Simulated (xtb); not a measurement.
sulfuric acid (H2O4S), SMILES O=S(=O)(O)O. All values are semi-empirical tight-binding results from xtb (GFN2-xTB unless named), good for trends rather than for accurate numbers. Geometry: GFN2-xTB. Other conformers were not sampled.

Optimised geometry:

```xyz
7

O     -0.9878     0.7170     0.8616
S      0.0000     0.0000    -0.1496
O     -0.7370    -0.9937    -0.8381
O      0.7370     0.9937    -0.8381
O      0.9878    -0.7170     0.8616
H     -1.7134     0.1127     1.0090
H      1.7134    -0.1127     1.0090
```

### Question
Estimate the properties. (Estimate from the structure and the level; the computed values follow.)

### Answer

- point group as xtb finds it = C2
- orbital gap = 8.82 eV
- zero-point energy = 22.3 kcal/mol
- G − E(el) at 298.15 K (modified RRHO) = 4.8 kcal/mol
- static polarisability (D4 model) = 45.4 bohr³
- solvation energy, GFN2-xTB/ALPB(water) = -19.6 kcal/mol
- solvation energy, GFN2-xTB/ALPB(ether) = -12.3 kcal/mol

Computed atomic charges and the Wiberg bond orders between heavy atoms:
charges (e) O1 -0.56, S2 1.62, O3 -0.62, O4 -0.62, O5 -0.56, H6 0.36, H7 0.36. Bond orders O1–S2 0.94, S2–O3 1.52, S2–O4 1.52, S2–O5 0.94.
